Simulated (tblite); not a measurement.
Species: C5H7O2P.
SMILES with atom numbers: `[CH3:1][O:2][c:3]1[cH:4][p:5][c:6]([CH3:7])[o:8]1` (hydrogens: H9, H10, H11 on C1; H12 on C4; H13, H14, H15 on C7)

Geometry (GFN2-xTB, Å), atoms numbered from 1 in this order:
```xyz
15
C5H7O2P angstrom
C     -2.2838   -1.0454   -0.4585
O     -2.1049    0.3088   -0.0906
C     -0.8384    0.7080    0.1132
C     -0.4523    1.9625    0.4632
P      1.3044    2.0387    0.6249
C      1.3584    0.3802    0.2074
C      2.5368   -0.5210    0.0750
O      0.1463   -0.1853   -0.0340
H     -1.7728   -1.2679   -1.3995
H     -3.3566   -1.1789   -0.5786
H     -1.9089   -1.7177    0.3182
H     -1.1353    2.7744    0.6137
H      2.5929   -0.9364   -0.9315
H      3.4432    0.0410    0.2788
H      2.4666   -1.3530    0.7765
```

Method: GFN2-xTB as coded in tblite; computed harmonic values from a numerical Hessian at the method's own geometry, unscaled. Against measured fundamentals such values can be off by several per cent, at times by over 20. One conformer, not necessarily the lowest.

Harmonic wavenumbers (cm⁻¹): 82.0, 107.1, 156.8, 178.3, 201.7, 258.1, 299.3, 430.3, 433.3, 540.2, 591.4, 600.4, 755.8, 770.1, 864.4, 947.6, 983.4, 1022.9, 1044.9, 1123.5, 1133.1, 1150.4, 1218.7, 1303.8, 1306.7, 1394.7, 1399.9, 1456.7, 1458.6, 1471.3, 1473.5, 1552.6, 2948.7, 2963.5, 2983.7, 3000.9, 3037.5, 3059.3, 3166.7.

A = 3226, B = 1349, C = 962.9 MHz; mass 130.018 u (most abundant isotopes); point group Cs, symmetry number 1.

**Question.** What is the zero-point energy?

**Answer.** Half the sum of the wavenumbers: 24436 cm⁻¹ = 69.87 kcal/mol.

**Question.** What is S at 500 K and 1 bar for an ideal gas of classical rigid rotors and harmonic oscillators?

**Answer.** Translation 43.10, rotation 30.27, vibration 38.00: S = 111.4 cal/(mol K).

**Question.** And Cp and H(500 K) − H(0)?

**Answer.** Cp = 46.59 cal/(mol K), of which vibrations give 38.65 (their classical limit is 39 R = 77.5); H(500 K) − H(0) = 14.03 kcal/mol without the zero-point energy, 10.05 from vibrations.

**Question.** What must be added to the electronic energy to get the Gibbs energy at 500 K and 1 bar?

**Answer.** ZPE + [H(500 K) − H(0)] − T·S = 69.87 + 14.03 − 55.68 = 28.22 kcal/mol.

**Question.** Which modes carry the vibrational entropy at 500 K?

**Answer.** 82.0 cm⁻¹: 4.86; 107.1 cm⁻¹: 4.33; 156.8 cm⁻¹: 3.59; 178.3 cm⁻¹: 3.34; 201.7 cm⁻¹: 3.10; 258.1 cm⁻¹: 2.62 cal/(mol K); the other 33 give 16.16 together.

**Question.** How do the functions run with temperature in this model?

**Answer.** 
```csv
T (K),S (cal/(mol K)),Cp (cal/(mol K)),H − H(0) (kcal/mol),G − H(0) (kcal/mol),ln q(vib)
50,56.4,11.2,0.45,-2.37,0.17
100,65.9,16.5,1.15,-5.44,0.90
298.15,91.1,32.3,6.00,-21.17,4.88
373.15,99.0,38.1,8.64,-28.30,6.42
750,132.7,58.4,27.27,-72.24,13.93
1000,150.6,65.9,42.87,-107.71,18.51
```

q(vib) and H(0) count from the zero-point level.

Hindered rotation and anharmonicity are outside this model. Other conformers, if any are populated, would add a mixing term that is left out.
